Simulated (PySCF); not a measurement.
A small calculation by hand: chemical shift, span and skew from a shielding tensor

pyrazole (C₃H₄N₂), SMILES [nH]1cccn1. Atoms are numbered in the order given.

```xyz
9

C     -0.9885     0.6849     0.0000
C      0.3663     1.1042     0.0000
N      1.2022     0.0691     0.0000
N      0.4045    -1.0077     0.0000
C     -0.9197    -0.6981     0.0000
H     -1.8845     1.3004     0.0000
H      0.7605     2.1201     0.0000
H      0.8200    -1.9312     0.0000
H     -1.6913    -1.4649     0.0000
```

Geometry optimised at B3LYP-D3(BJ)/def2-SVP.

GIAO shieldings from B3LYP/pcSseg-1 run with PySCF, non-relativistic, no solvent. The symmetric part of the tensor of C5 has the principal values -34.8, 38.6, 139.4 ppm. The same nucleus in TMS has σ = 181.3 ppm at this level (PySCF, at its B3LYP-D3(BJ)/def2-TZVP geometry).

### Question
Work out the isotropic shielding, the ¹³C shift against TMS, the span and the skew.

### Answer

σ(iso) = (σ11 + σ22 + σ33)/3 = 47.7 ppm. δ = σ(ref) − σ(iso) = 181.3 − (47.7) = 133.6 ppm.
Span Ω = σ33 − σ11 = 174.2 ppm. Skew κ = 3(σ(iso) − σ22)/Ω = 0.16. Tumbling in solution averages the tensor to δ; in a static solid the shielding alone would spread this spin-1/2 line over Ω.
